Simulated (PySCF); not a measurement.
## Tc¹³⁺: ionisation energy

Tc¹³⁺ [Ar] 3d10 4s2 → Tc¹⁴⁺ [Ar] 3d10 4s1 [4s1/2^1, M_J = 1/2], as a difference of total energies. All numbers are calculated (PySCF 2.14, the two-component X2C-1e Hamiltonian, in an even-tempered Gaussian basis (18 s from 0.58 bohr⁻², ratio 2.8; 13 p from 0.75 bohr⁻², ratio 2.8; 9 d from 1.3 bohr⁻², ratio 2.8; 4 f from 4 bohr⁻², ratio 3)). Correlated levels: [Ne] frozen; the 86 highest virtual spinors dropped. "Screened" scales the spin-orbit matrix elements by Boettger's factors to mimic the two-electron term; Breit and QED terms are absent.

```tsv
method	ionisation energy (eV)
GHF (screened spin-orbit)	311.15
GMP2 (screened spin-orbit)	313.40
```

How much does correlation contribute at GMP2 (screened spin-orbit)?

313.40 − (311.15) = 2.25 eV, measured against GHF (screened spin-orbit).

Breit and QED terms and the two-electron picture change are absent.

For comparison: 311 ± 3 eV (theoretical estimate listed by NIST; NIST Atomic Spectra Database, ionization energies).
